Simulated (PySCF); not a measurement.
**How methods differ on the ionisation energy of N⁺**

N⁺ [He] 2s2 2p2 (3P) → N²⁺ [He] 2s2 2p1 (2P), as a difference of total energies. Computed with PySCF 2.14 in def2-TZVPPD (6s3p3d1f, 37 functions), with the non-relativistic Hamiltonian (point nucleus). Correlated levels: valence: 1s2 frozen; valence and next inner shell: nothing frozen. The calculations carry no spin-orbit coupling.

| method | ionisation energy (eV) |
| --- | --- |
| UHF | 29.210 |
| LDA | 30.052 |
| PBE | 29.900 |
| PBE0 | 29.912 |
| r2SCAN | 30.138 |
| B3LYP | 30.001 |
| wB97M-V | 29.621 |
| PW91 | 30.003 |
| PBEsol | 29.825 |
| ROHF | 29.178 |
| MP2 (valence and next inner shell) | 29.633 |
| SCS-MP2 (valence and next inner shell) | 29.495 |

Estimate what MP2 (valence) gives.

29.618 eV, closest to wB97M-V among the rows shown.

Estimate what SCS-MP2 (valence) gives.

29.485 eV, closest to SCS-MP2 (valence and next inner shell) among the rows shown.

Errors of the correlated levels include the incompleteness of this basis and the frozen core.

For comparison: 29.601 eV (semi-empirical (NIST evaluation); NIST Atomic Spectra Database, ionization energies).
